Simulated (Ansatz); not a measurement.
Consider the formal exchange of groups at a C–N bond: `O=C(S)N[SiH3]` + `[SbH3]` → `O=[C](S)[SbH2]` + `N[SiH3]`.

Gas-phase electronic energies from Ansatz, PBE0-D4/def2-TZVP geometries. CCSD(T)/CBS adds triple-zeta CCSD(T) − MP2 to the extrapolated MP2 energy (def2 sets, frozen cores). This one scheme is used for every species. DFT in def2-TZVPP. def2 core potentials past Kr. For Sb outer-core shells are correlated without core-valence functions, which leaves a few kJ/mol of doubt a bond. One conformer a species, not always the lowest.

| level | ΔE (kJ/mol) | difference from CCSD(T)/CBS |
| --- | --- | --- |
| PBE-D4 | 34.7 | 1.8 |
| r2SCAN-D4 | 40.9 | 8.0 |
| PBE0-D4 | 44.4 | 11.5 |
| ωB97X-V | 49.5 | 16.6 |
| B2PLYP | 37.3 | 4.4 |
| PBE | 34.2 | 1.3 |
| r2SCAN | 40.4 | 7.5 |
| PBE0 | 44.1 | 11.2 |
| MP2/def2-TZVPP | 36.4 | 3.5 |
| SCS-MP2/def2-TZVPP | 37.4 | 4.5 |
| CCSD/def2-TZVPP | 44.4 | 11.5 |
| CCSD(T)/def2-TZVPP | 40.5 | 7.6 |
| MP2/def2-QZVPP | 31.6 | -1.3 |
| SCS-MP2/def2-QZVPP | 32.9 | 0.0 |
| HF/CBS(def2) | 58.8 | 25.9 |
| CCSD/CBS(def2) | 36.9 | 4.0 |
| CCSD(T)/CBS | 32.9 | 0 |

Largest T1 diagnostic among the species: 0.017.

In def2-TZVPP, CCSD(T) changes the Hartree–Fock value by −19.9 kJ/mol (the triples alone add −3.9 kJ/mol) and MP2 by −23.9 kJ/mol. From PBE to PBE0 (25 % exact exchange), in def2-TZVPP and without D4, ΔE moves by +9.8 kJ/mol.
